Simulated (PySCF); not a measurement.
Task: Give a PBE0-D3(BJ)/def2-SVP geometry of `CC(C)c1cccs1`.

Result: 
Z-matrix in Å and degrees, rows numbered from 1:
```
C 
C   1  1.5297
C   2  1.5295  1  111.39
C   2  1.5025  1  111.81  3   126.09
C   4  1.3722  2  128.55  1   116.21
C   5  1.4251  4  113.44  2  -179.70
C   6  1.3682  5  112.43  4     0.02
S   7  1.7191  6  111.44  5    -0.02
H   1  1.0997  2  111.24  3   178.07
H   1  1.1019  2  110.83  3   -62.19
H   1  1.1010  2  110.84  3    57.39
H   2  1.1032  1  108.03  3  -118.48
H   3  1.1010  2  110.82  1   -57.41
H   3  1.0997  2  111.24  1  -178.08
H   3  1.1019  2  110.87  1    62.16
H   5  1.0913  4  122.41  2     0.28
H   6  1.0907  5  124.21  4  -179.96
H   7  1.0888  6  128.37  5  -179.92
```

The 5-membered ring C4–C5–C6–C7–S8 has internal angles of 92.5° to 113.4°; it is planar, 0.00 Å rms from its mean plane, widest ring torsion 0°. The 6 C–C bonds span 1.368 Å (C6–C7, aromatic) to 1.530 Å (C1–C2, drawn single), a spread of 0.162 Å. Of the pairs four or more bonds apart, S8···H15 is among the closest relative to their van der Waals radii: 3.00 Å, 100 % of the sum of Bondi's values.

Computed with PySCF 2.14.0, PBE0-D3(BJ)/def2-SVP geometry optimisation, gas phase.

Point group: Cs (tolerance 0.08 Å). No PBE0-D3(BJ)/def2-SVP frequencies stand behind this structure, so it isn't proved a minimum. One conformer, not necessarily the lowest (C1–C2–C4–C5 116°).
